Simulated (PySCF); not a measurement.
An unknown is described by computed data only.

Formula: C6H15OP.

* 1H NMR: chemical shifts (computed TMS as zero) by class: 1.29 (6 H), 1.04 (9 H) ppm [GIAO PBE0/pcSseg-1]
* UV, strongest line: among the 10 lowest singlet transitions: S9 at 8.31 eV (149 nm, f = 0.045) [TDDFT CAM-B3LYP/def2-SVPD]
* Rotational structure: rotational constants A, B, C: 1.995, 1.340, 1.051 GHz [PBE0-D3(BJ)/def2-SVP]
* 13C NMR: chemical shifts (computed TMS as zero) by class: 21.4 (3 C), 7.2 (3 C) ppm [GIAO PBE0/pcSseg-1]
* Dipole: 4.49 D [CAM-B3LYP/def2-SVPD]
* Triplet: lowest triplet excitation (Tamm–Dancoff): 6.97 eV [TDA CAM-B3LYP/def2-SVPD]
* UV, first state: lowest singlet excitation: 7.15 eV (173 nm, f = 0.023) [TDDFT CAM-B3LYP/def2-SVPD]
* NMR, other nuclei: isotropic shieldings of nuclei other than C and H, by class: 249 (1 O), 291 (1 P) ppm [GIAO PBE0/pcSseg-1]

The electronic properties come from PySCF, for the isolated species, density fitting. Levels stand in brackets. One conformer (not necessarily the lowest) at the PBE0-D3(BJ)/def2-SVP geometry, without solvent, vibrations or thermal averaging. Each NMR value is the plain mean over a class of atoms that symmetry, rotation or inversion makes alike.

Task: Give a SMILES that accounts for the data.

Result: Numbering: `[CH3:1][CH2:2][P:3](=[O:4])([CH2:5][CH3:6])[CH2:7][CH3:8]`. 6 carbons fall into 2 classes; from least to most shielded: sp3 carbon bound to phosphorus [C2/C5/C7] (21.4 ppm, 3 C, up to 3.0 ppm apart in this geometry), methyl carbon [C1/C6/C8] (7.2 ppm, 3 C, up to 3.3 ppm apart in this geometry). Hydrogen classes from least to most shielded: 6 H on 3 like atoms (sp3 carbon bound to phosphorus), C2/C5/C7 (1.29 ppm), 9 H on 3 methyl carbons, C1/C6/C8 (1.04 ppm, a mean of values up to 1.2 ppm apart in this geometry). The other shieldings belong to: 249 ppm, phosphoryl oxygen [O4]; 291 ppm, phosphoryl phosphorus [P3]. By its constants the optimised geometry is an asymmetric top. Structure: triethylphosphine oxide (`CCP(=O)(CC)CC`). Computed isomers that give other values at the same levels: `CCCPCCOC` (13C chemical shifts (computed TMS as zero) by class: 66.9 (1 C), 56.9 (1 C), 25.3 (1 C), 23.7 (1 C), 22.1 (1 C), 15.8 (1 C) ppm). The assignments are read from this structure; whether some other isomer fits the data as well wasn't checked.

The values belong to the conformer `[CH3:1][CH2:2][P:3](=[O:4])([CH2:5][CH3:6])[CH2:7][CH3:8]`: C1–C2–P3–O4 -54°, C2–P3–C5–C6 179°, C2–P3–C7–C8 57°.
